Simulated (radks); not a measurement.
Results of a calculation; reference values are marked as such.
Mo II, configuration [Kr] 4d5 (the NIST ground configuration). Level of theory: scalar-relativistic Kohn-Sham, MS2 meta-GGA, spin-polarised, spherical densities, finite nucleus; open shells are filled with parallel spins first (spin-orbit coupling, left out, can overturn this in heavy ions); meta-GGA in the generalised Kohn-Sham scheme; Fermi nuclear charge, rms radius 4.4091 fm (a radial shooting solver on a logarithmic mesh with Libxc functionals).

Normalised radial functions P(r) = r R(r), r in bohr:

r         3d down
0.004369   0.0002
0.005827   0.0004
0.007772   0.0008
0.01037    0.0018
0.01383    0.0039
0.01844    0.0087
0.02459    0.0187
0.0328     0.0394
0.04375    0.0804
0.05835    0.1575
0.07783    0.2924
0.1038     0.5063
0.1385     0.8043
0.1847     1.1522
0.2463     1.4513
0.3285     1.5670
0.4381     1.4081
0.5844     1.0157
0.7794     0.5628
1.04       0.2252
1.387      0.0626
1.849      0.0106
2.466      0.0009
3.29       0.0000
4.388      0.0000
5.852      0.0000
7.805      0.0000
10.41      0.0000

3d down: eigenvalue -227.32 eV, 0 radial nodes, <r> = 0.415 bohr, 90 % of the charge inside 0.663 bohr.
